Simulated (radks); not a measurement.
The numbers below are computed, except where a source is named.
Level of theory: non-relativistic Kohn-Sham, LB94 model potential, spin-polarised, spherical densities, point nucleus; open shells are filled with parallel spins first (spin-orbit coupling, left out, can overturn this in heavy ions) (a radial shooting solver on a logarithmic mesh with Libxc functionals). Response by self-consistent Sternheimer equations with the Hartree and adiabatic LDA kernel. For heavy and open-shell atoms this level of theory can miss by tens of per cent. Rank N2+, Ga, Rb, Fe, Sr, I+, Pd, Pd3+, Cr3+ (NIST ground configurations) by static dipole polarisability, largest first.

Answer. Rb 205.6, Sr 151.9, Fe 47.80, Ga 42.90, I+ 20.22, Pd 19.77, Pd3+ 4.222, N2+ 2.612, Cr3+ 2.090 bohr^3.
